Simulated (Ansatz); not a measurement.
Basis-set extrapolation for `O=S1(=O)C=CCC1` (PBE0-D4/def2-TZVP geometry, frozen core, Ansatz 0.2.0). Multiplicity 1, RHF reference.

|  | def2-TZVPP | def2-QZVPP |
| --- | --- | --- |
| HF | -702.303445 | -702.331092 |
| MP2 correlation | -1.307496 | -1.405600 |
| CCSD(T) correlation | -1.397305 | not run |

Energies in hartree. Use E(X) = E(∞) + A·exp(−7.88·√X) for Hartree–Fock and E(X) = E(∞) + B·X^(−2.97) for correlation, with X = 3 and 4, and add CCSD(T) minus MP2 of the smaller set to the MP2 limit.

Task: What is the CCSD(T) energy at the basis-set limit?

Result: HF limit: -702.331092 + (-0.027647) × 0.13774 = -702.33490. MP2 limit: -1.405600 + (-0.098104) × 0.74074 = -1.47827. Higher-order term: -1.397305 − (-1.307496) = -0.08981. Total: -703.90298 hartree, 531.0 kJ/mol below CCSD(T)/def2-TZVPP.
